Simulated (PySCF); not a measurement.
# Computed structure and properties of [Sm(NH3)]2+

System: [Sm(NH3)]2+ (singlet in the valence; each metal's 4f electrons, 6 of them, lie in its core potential, out of spins and levels); start: template (C3v). Method: PySCF 2.14.0, RKS PBE0, Sm lcecp-0-SVP with ECP52, N def2-SVP, H def2-SVP; non-relativistic Hamiltonian with scalar-relativistic core potentials where named; density fitting; no spin-orbit coupling.

Input of the relaxation:

```python
mol = gto.M(atom='''
Sm     0.00000    -0.00000    -0.28099
N     -0.00000     0.00000     2.43651
H      0.93916     0.00004     2.83451
H     -0.46961     0.81332     2.83451
H     -0.46955    -0.81335     2.83451''',
    basis={'Sm': 'lcecp-0-SVP', 'N': 'def2-SVP', 'H': 'def2-SVP'},
    ecp={'Sm': 'lcecp-0-SVP'},
    charge=2, spin=0)
mf = dft.RKS(mol, xc='PBE0')
mf.grids.atom_grid = (50, 194)  # f atoms: unpruned, at least (60, 302)
mf = mf.density_fit()  # fitting sets: Sm AutoAux, N def2-universal-JKFIT, H def2-universal-JKFIT
mf.conv_tol = 1e-08; mf.max_cycle = 55
mf.kernel(dm0)  # dm0: converged density of the start geometry
# quasi-Newton relaxation in Cartesian coordinates to a largest gradient under 0.00045 Eh/bohr, steps kept in the point group
```

Run from Python with OMP_NUM_THREADS=2; the lines above give its settings. Where DIIS fails, smearing, a level shift and second-order steps follow.
It took 6.5 s on 2 threads of Arm Neoverse V2 (shared host), from the converged density of the start.

Course of the relaxation:

| step | energy above end (eV) | largest force component within the symmetry (eV/Å) |
| --- | --- | --- |
| 0 | 0.0426 | 1.260 |
| 1 | 0.0185 | 0.553 |
| 2 | 0.0059 | 0.201 |
| 3 | 0.0029 | 0.140 |
| 4 | 0.0000 | 0.011 |
| 5 | 0.0000 | 0.002 |

Relaxed geometry (C3v):

```xyz
5

Sm    0.0000    0.0000   -0.2111
N     0.0000    0.0000    2.3884
H     0.9318    0.0000    2.8272
H    -0.4659    0.8069    2.8272
H    -0.4659   -0.8070    2.8272
```

```json
{"contact": "Sm1–N2 (NH3)", "Å": "2.599"}
```

On the finer grid (75, 302):

The HOMO is not given (4f levels lie in the core) and the LUMO is not given (4f levels lie in the core). The dipole about the centre of mass is 2.13 D, the set of Mulliken populations of Sm1 outside the core potential is s 2.08, p 6.04, d 0.16, f 0.01 and the D3(BJ) dispersion energy (not in the energies) is -0.096 eV.

```csv
atom,Mulliken (e),Löwdin (e),spin (e)
Sm1,1.72,1.67,0.00
N2,-0.37,-0.08,0.00
H3,0.22,0.14,0.00
H4,0.22,0.14,0.00
H5,0.22,0.14,0.00
```

The 4f levels lie in the core potential and are missing. Their spin isn't counted.

A rough frequency check found all modes real, so this is a minimum.

Taking off one NH3 (charge 0, singlet; the rest: singlet) in vacuum, both parts rigid, costs 2.63 eV; the small basis without counterpoise inflates it. Parting with an electron moved from the ligand to the metal can be far cheaper, even downhill.

Rigid scan of NH3 along the line from its metal:

(distance to N2 (Å), energy (eV)): (2.30, 0.339), (2.40, 0.132), (2.50, 0.029), (2.60, 0.000), (2.70, 0.023), (2.80, 0.080), (3.00, 0.256)

One start shape was tried, so this needn't be the lowest isomer.

An lcecp potential fixes the number of 4f electrons, so in runs with it no electron can move into or out of that shell.
